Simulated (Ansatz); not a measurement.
One change: `C=C(C)Cl` becomes `C=[C](Cl)[AlH][F]`.

Ansatz, PBE0-D4/def2-TZVP geometries, multiplicity 1. Each molecule was computed in one conformer, which needn't be the lowest.

| property | `C=C(C)Cl` |
| --- | --- |
| size of the dipole moment (PBE/def2-TZVPP) / D | 1.51 |
| ideal-gas entropy at 298 K and 1 bar (rigid rotor, harmonic PBE0-D4/def2-TZVP) / J/(mol·K) | 294 |
| size of the dipole moment (ωB97M-V/def2-TZVPP) / D | 1.58 |
| zero-point energy (PBE0-D4/def2-TZVP) / kJ/mol | 186.5 |
| LUMO energy (PBE/def2-TZVPP) / eV | -1.02 |
| LUMO energy (B3LYP/def2-TZVPP) / eV | -0.25 |

Task: What does the change do to each property? (Best estimate.)

Result: Computed: 
```json
{"property": "size of the dipole moment (PBE/def2-TZVPP) / D", "`C=[C](Cl)[AlH][F]`": "2.28", "shift": "0.77"}
{"property": "ideal-gas entropy at 298 K and 1 bar (rigid rotor, harmonic PBE0-D4/def2-TZVP) / J/(mol·K)", "`C=[C](Cl)[AlH][F]`": "345", "shift": "51"}
{"property": "size of the dipole moment (ωB97M-V/def2-TZVPP) / D", "`C=[C](Cl)[AlH][F]`": "2.42", "shift": "0.84"}
{"property": "zero-point energy (PBE0-D4/def2-TZVP) / kJ/mol", "`C=[C](Cl)[AlH][F]`": "110.9", "shift": "-75.6"}
{"property": "LUMO energy (PBE/def2-TZVPP) / eV", "`C=[C](Cl)[AlH][F]`": "-2.51", "shift": "-1.49"}
{"property": "LUMO energy (B3LYP/def2-TZVPP) / eV", "`C=[C](Cl)[AlH][F]`": "-1.89", "shift": "-1.64"}
```

With PBE0 the HOMO falls by 0.50 eV and the LUMO falls by 1.67 eV, so the gap narrows by about 1.17 eV. PBE moves the HOMO by -0.51 eV and ωB97M-V by -0.46 eV. The zero-point energy changes by -75.6 kJ/mol with -3 modes. Dipoles are sizes alone; their direction can turn.

B3LYP here is the variant with VWN-RPA as its local correlation; programs differ in this.
